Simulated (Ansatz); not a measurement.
`C=C=C(O)[SiH3]` + `CB[SiH2]S` → `C=C=C(O)[SiH2]S` + `CB[SiH3]`  (redistribution)

Isolated molecules relaxed with PBE0-D4/def2-TZVP in Ansatz; ΔE leaves out vibrations. CCSD(T)/CBS adds triple-zeta CCSD(T) − MP2 to the extrapolated MP2 energy (def2 sets, frozen cores). Functionals use def2-TZVPP. B3LYP here is the variant with VWN-RPA as its local correlation; programs differ in this. One conformer a species, not always the lowest.

Q: Is it downhill or uphill in electronic energy at CCSD(T)/CBS, and by how much? (An estimate is asked.)

A: Ansatz gave: Nearly level: ΔE = -1.0 kJ/mol.

Q: What do these levels give: B2PLYP, PBE, B3LYP, MP2/def2-TZVPP, CCSD/def2-TZVPP, CCSD(T)/def2-TZVPP? (Estimate.)

A: Computed: B2PLYP -1.9, PBE -2.8, B3LYP -1.7, MP2/def2-TZVPP -2.3, CCSD/def2-TZVPP -1.5, CCSD(T)/def2-TZVPP -2.0 kJ/mol.

Largest T1 diagnostic among the species: 0.013.
